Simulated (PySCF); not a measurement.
All values below come from PySCF with PBE-D3(BJ)/def2-TZVP. Gas-phase values, no solvent. One relaxed conformer stands for a flexible species; it need not be the lowest. Excitations are Tamm–Dancoff values on a coarser integration grid. The basis has no diffuse functions, so Rydberg states are missing or too high.

Reference species (SMILES): `O[Si](O)(O)Cl` (neutral, multiplicity 1).

The T1 excitation (TDA) is 6.86 eV and the HOMO comes out as -7.62 eV. The S1 excitation (TDA) comes out as 7.04 eV.

Changed species: `O[Si](O)(O)O` (4 of 4 Cl replaced by OH; the reference has 3 of 4 Cl replaced by OH).

Problem. Predict the effect on the T1 excitation (TDA), HOMO and S1 excitation (TDA).

Solution. the T1 excitation (TDA) falls by 0.17 eV, to 6.69 eV; the HOMO increases by 0.27 eV, to -7.35 eV; the S1 excitation (TDA) falls by 0.14 eV, to 6.90 eV.
